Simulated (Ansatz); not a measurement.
Program: Ansatz. Geometries: PBE0-D4/def2-TZVP. ΔE: electronic, gas phase. CCSD(T)/CBS adds triple-zeta CCSD(T) − MP2 to the extrapolated MP2 energy (def2 sets, frozen cores). DFT in def2-TZVPP. def2 core potentials past Kr. For Br, In, Sn outer-core shells are correlated without core-valence functions, which leaves a few kJ/mol of doubt a bond. Scalar relativity is left out up to krypton. Each species was taken in one conformer, which may not be the lowest.

Consider the redistribution: `[OH][In]([OH])[Br]` + `[CH3][Sn][SH]` → `[OH][In]([OH])[SH]` + `[CH3][Sn][Br]`.

| level | ΔE (kcal/mol) |
| --- | --- |
| PBE0-D4 | -1.0 |
| ωB97M-V | -1.3 |

What does CCSD(T)/CBS give? (Best estimate.)

Computed: -1.1 kcal/mol. The listed levels differ from it by 0.1, -0.2 kcal/mol.

Largest T1 diagnostic among the species: 0.016.
